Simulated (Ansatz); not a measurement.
`O[SiH2]N[SiH3]` + BH₃ → `B[SiH2]N[SiH3]` + H₂O  (formal exchange of groups at the Si–O bond)

Computed with Ansatz on PBE0-D4/def2-TZVP structures; ΔE is electronic, products minus reactants. CCSD(T)/CBS adds triple-zeta CCSD(T) − MP2 to the extrapolated MP2 energy (def2 sets, frozen cores). This one scheme is used for every species. Functionals use def2-TZVPP. One conformer a species, not always the lowest.

`O[SiH2]N[SiH3]`:

Z-matrix (Å, degrees):
```
Si
N 1 1.719
O 1 1.645 2 114.1
H 1 1.485 2 105.4 3 122.5
H 1 1.480 2 110.9 3 -115.8
Si 2 1.727 1 129.0 3 -111.1
H 2 1.012 1 115.4 3 69.3
H 3 0.958 1 117.5 2 60.5
H 6 1.484 2 107.5 1 9.1
H 6 1.489 2 112.6 1 -111.1
H 6 1.489 2 110.9 1 128.8
```

BH₃:

Cartesian coordinates in Å:
```
B 0.000 0.000 0.000
H 0.520 -0.953 -0.495
H -0.954 -0.139 0.704
H 0.433 1.092 -0.210
```

`B[SiH2]N[SiH3]`:

Cartesian coordinates in Å:
```
B 0.792 -0.489 2.419
Si -0.461 -0.106 0.904
N 0.305 -0.179 -0.648
Si -0.222 0.513 -2.137
H 0.456 -0.254 3.543
H 1.865 -0.998 2.266
H -1.568 -1.109 1.064
H -1.106 1.232 1.024
H 1.090 -0.812 -0.707
H -0.936 -0.453 -3.021
H 0.942 1.036 -2.902
H -1.155 1.619 -1.805
```

H₂O:

```xyz
3

O    -0.009   -0.013   -0.389
H    -0.303   -0.690    0.224
H     0.311    0.703    0.165
```

```
             level  ΔE (kcal/mol)  difference from CCSD(T)/CBS
         r2SCAN-D4           30.1                         -0.3
            B97M-V           29.6                         -0.8
               PBE           26.3                         -4.1
            revPBE           26.0                         -4.4
              PBE0           27.8                         -2.6
           r2SCAN0           30.8                          0.4
             BHLYP           33.4                          3.0
         CAM-B3LYP           32.6                          2.2
           LC-ωPBE           29.5                         -0.9
      MP2/def2-SVP           31.3                          0.9
     HF/def2-TZVPP           35.8                          5.4
   CCSD/def2-TZVPP           31.3                          0.9
    MP2/def2-QZVPP           32.7                          2.3
SCS-MP2/def2-QZVPP           33.2                          2.8
      HF/CBS(def2)           36.0                          5.6
     MP2/CBS(def2)           32.5                          2.1
       CCSD(T)/CBS           30.4                            0
```

Largest T1 diagnostic among the species: 0.011.

In def2-TZVPP, CCSD(T) changes the Hartree–Fock value by −4.9 kcal/mol (the triples alone add −0.4 kcal/mol) and MP2 by −2.8 kcal/mol. From BLYP to BHLYP (50 % exact exchange), in def2-TZVPP and without D4, ΔE moves by +3.2 kcal/mol.

CCSD(T)/CBS has its own doubt, a few kJ/mol and more with outer-core shells, so smaller differences from it don't rank the levels.
